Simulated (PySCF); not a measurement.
FGe, neutral, multiplicity 2. Atoms are numbered in the order given.

```xyz
2

Ge     0.0000     0.0000    -0.3915
F      0.0000     0.0000     1.3919
```
Charge 0, spin multiplicity 2.

Coordinates come from a PBE-D3(BJ)/def2-TZVPD optimisation.

Computed with PBE-D3(BJ)/def2-TZVPD run with PySCF 2.14.0.

Frequencies are harmonic and unscaled.

Computed normal modes with their intensities:
```
mode  ν (cm⁻¹)  IR (km/mol)  moving atoms (share of kinetic energy)
----  --------  -----------  --------------------------------------
1          626         99.5                         F 79 %, Ge 21 %
```
